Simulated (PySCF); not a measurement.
W(S)2(NH2)(SH) (H₃NS₃W), SMILES [NH2][W](=[S])(=[S])[SH], multiplicity 1.

Geometry: PBE0-D3(BJ)/def2-SVP. The multiplicity is an assumed one; no other spin state was optimised. The structure was generated by enumeration; whether it is a known compound was not checked. The def2 effective core potentials stand for the cores of W; spin–orbit coupling is left out. One conformer was computed; it need not be the lowest.

These are PySCF with PBE/def2-TZVP values and carry that method's errors.

Isolated molecule, no solvent.

Task: Estimate the frontier levels, gap, dipole moment and polarisability. (An estimate is asked for; the answer gives what the named calculation found.)

Result: 
| Item | Value |
|---|---|
| highest occupied level | -6.18 eV |
| lowest empty level | -3.53 eV |
| orbital gap | 2.65 eV |
| dipole moment | 3.70 D |
| quadrupole, principal values (traceless, Buckingham form, about the centre of nuclear charge) | -8.09, -0.29, 8.38 D·Å |
| mean static polarisability | 111.5 bohr³ (16.52 Å³) |
| polarisability, principal values | 94.5, 114.0, 125.9 bohr³ |
